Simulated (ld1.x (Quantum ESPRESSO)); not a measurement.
## Logarithmic derivatives: S, PAW

```
Element                 : sulfur
Generator               : ld1.x (Quantum ESPRESSO) 7.5
Type                    : PAW
Functional              : PW91
Relativity              : non-relativistic
Frozen core             : [Ne]
Valence charge          : 6
Reference configuration : 3s2 3p4
Partial waves           : 3s (bound): rcut 1.10, rcutus 1.20 bohr; 3s channel at -0.6 Ry: rcut 1.10, rcutus 1.20 bohr; 3p (bound): rcut 1.65, rcutus 1.90 bohr; 3p channel at 3.6 Ry: rcut 1.65, rcutus 1.90 bohr; 3d channel at -0.1 Ry: rcut 1.15, rcutus 1.55 bohr; 3d channel at 2.1 Ry: rcut 1.15, rcutus 1.55 bohr
Local potential         : all-electron potential smoothed inside 0.95 bohr (lloc = -1)
Core correction         : Bessel-smoothed model core inside 0.70 bohr
Augmentation charge     : PSQ, radius 1.15 bohr
```

The phase is arctan(r·u′/u) with u = r·R(r), unwrapped; energies in Ry, scanned from -3 to 5 Ry. A pole is an energy at which the radial function vanishes at the test radius. The pseudo phase is shifted by a multiple of π to meet the all-electron one at the reference energy, and phase errors are pseudo minus all-electron; the curves can meet again beyond the range given. Levels narrower than the energy grid can be missing from the lists of poles.

```csv
channel,radius (bohr),reference energy (Ry),"poles, all-electron","poles, pseudo",unbroken range about the reference energy with phases within 0.05 rad,phase error 1 Ry above the reference energy (rad)
s,2.06,-1.26,0.28,0.28,the whole range,+0.000
p,2.06,-0.52,1.41,1.42,the whole range,+0.002
d,2.06,-0.10,2.74,2.74,below 4.6,-0.000
```

Note: ghost state, extra bound levels that the all-electron valence spectrum of the same l lacks: s at -140.2 eV (p not tested). A true bound ghost makes a file unfit for plane-wave use. Its overlap operator is not positive definite in a basis up to 400 Ry (lowest eigenvalue p -36.27), so the file is unfit for use: the generalised eigenproblem breaks down once the basis is large enough, and its test numbers describe a broken file.

Phases in the p channel:

```tsv
E (Ry)	all-electron	pseudo
-3.00	1.212	1.217
-2.52	1.153	1.158
-2.04	1.058	1.063
-1.56	0.878	0.883
-1.08	0.453	0.456
-0.60	-0.447	-0.447
-0.12	-1.090	-1.089
0.36	-1.351	-1.349
0.84	-1.480	-1.477
1.32	-1.559	-1.557
1.80	-1.617	-1.615
2.28	-1.666	-1.664
2.76	-1.711	-1.710
3.24	-1.759	-1.759
3.72	-1.815	-1.815
4.20	-1.887	-1.885
4.68	-1.992	-1.984
```
